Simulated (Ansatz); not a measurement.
Basis-set series for C$_{3}$H$_{8}$OSi, SMILES `CO/C=C/[SiH3]`. Total charge 0; spin multiplicity 1. All single points use the PBE0-D4/def2-TZVP geometry. It is one conformer, not always the lowest.

```xyz
13

C    -0.8571   -1.4102   -1.6375
O     0.4673   -0.9381   -1.5305
C     0.7428   -0.1290   -0.4989
C    -0.0817    0.3013    0.4623
Si    0.5264    1.4216    1.7942
H    -0.8875   -2.0427   -2.5226
H    -1.1370   -1.9967   -0.7565
H    -1.5614   -0.5802   -1.7542
H     1.7893    0.1610   -0.5319
H    -1.1211   -0.0131    0.4575
H    -0.2086    2.7169    1.8042
H     1.9726    1.6928    1.5695
H     0.3560    0.8164    3.1444
```

```csv
functional,basis,functions,energy (Eh),HOMO (eV),LUMO (eV)
PBE0-D4,def2-TZVPP,278,-483.55362,-6.95,0.27
PBE0-D4,def2-QZVPP,538,-483.57429,-6.97,0.22
ωB97M-V,def2-TZVPP,278,-483.78446,-9.15,2.37
ωB97M-V,def2-QZVPP,538,-483.80400,-9.17,1.66
```

Task: Give the rows for def2-SVP. (Best estimate.)

Result: Computed: 
```json
{"functional": "PBE0-D4", "basis": "def2-SVP", "functions": "114", "energy (Eh)": "-483.23288", "HOMO (eV)": "-6.88", "LUMO (eV)": "0.44"}
{"functional": "ωB97M-V", "basis": "def2-SVP", "functions": "114", "energy (Eh)": "-483.45271", "HOMO (eV)": "-9.05", "LUMO (eV)": "2.60"}
```

Positive LUMOs are unbound and depend on the basis.
